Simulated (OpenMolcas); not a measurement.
**Ir2+: moving or changing the point charges**

Ir2+ among 6 point charges of -1.7 e arranged as a tetragonal octahedron (D4h), 2.26 Å from the ion, with the axial distance 2.350 Å.

```yaml
Program: OpenMolcas
Method: CASSCF
Basis: ANO-RCC-VDZP [7s6p4d2f]
Scalar_Hamiltonian: DKH2, point nucleus
Active_space: 7 electrons in 5 orbitals (5d)
State_averaging: 2S+1 = 4 even, 10 roots; 2S+1 = 2 even, 40 roots
Spin-orbit_coupling: RASSI with atomic mean-field integrals over the reference wave functions
```

Runs around this geometry, states (labels of D4, the rotations of D4h). Energies in cm-1 above the lowest state or level, χT in cm3 K/mol.

| R (Å) | q (e) | Axial / equatorial distance | Ground state | First state of that spin | First gap with spin-orbit (degeneracies) | χT at 300 K | First state of another spin |
| --- | --- | --- | --- | --- | --- | --- | --- |
| 2.26 | -1.7 | 0.96 | 4E | 4A2 523.8 | 932.0 (2, 2) | 3.351 | 2B1 7446 |
| 2.26 | -1.1 | 1.04 | 4A2 | 4E 250.5 | 744.2 (2, 2) | 3.721 | 2A1 10775 |
| 2.16 | -1.7 | 1.04 | 4A2 | 4E 553.7 | 964.8 (2, 2) | 3.288 | 2A1 6977 |
| 2.26 | -1.7 | 1.04 | 4A2 | 4E 474.6 | 962.2 (2, 2) | 3.403 | 2A1 8474 |
| 2.47 | -1.7 | 1.04 | 4A2 | 4E 342.9 | 764.1 (2, 2) | 3.698 | 2A1 10664 |

Taking the first state of the same spin as R^-n, n = -ln(342.9 / 553.7) / ln(2.47 / 2.16) = 3.6 between the shortest and longest distance.

The ground state changes within this set.

Without dynamic correlation the repulsion within the d shell is too large (B by tens of per cent), so at a given field states of lower spin stand too high. Point charges give a weaker field than real ligands, and real ions of this kind are as a rule low spin; the high spin found here belongs to the model. Spin-orbit coupling mixes the spin-free states strongly: the lowest level takes only 69 % from its leading state, 4E (figures for R = 2.26, q = -1.7, ratio = 0.96; the like holds for R = 2.26, q = -1.1, ratio = 1.04, R = 2.16, q = -1.7, ratio = 1.04, R = 2.26, q = -1.7, ratio = 1.04, R = 2.47, q = -1.7, ratio = 1.04). An orbital doublet at a regular site is open to a Jahn-Teller distortion, which this geometry leaves out (holds for R = 2.26, q = -1.7, ratio = 0.96). This shell can be high or low spin here, a state of another spin lies low, and with metal d orbitals alone active their balance is uncertain, so the ground spin may be wrong (holds for R = 2.26, q = -1.7, ratio = 0.96; R = 2.16, q = -1.7, ratio = 1.04; R = 2.26, q = -1.7, ratio = 1.04). Point charges carry no covalency, so the field is a model and not that of real ligands. No measured value stands beside these numbers.
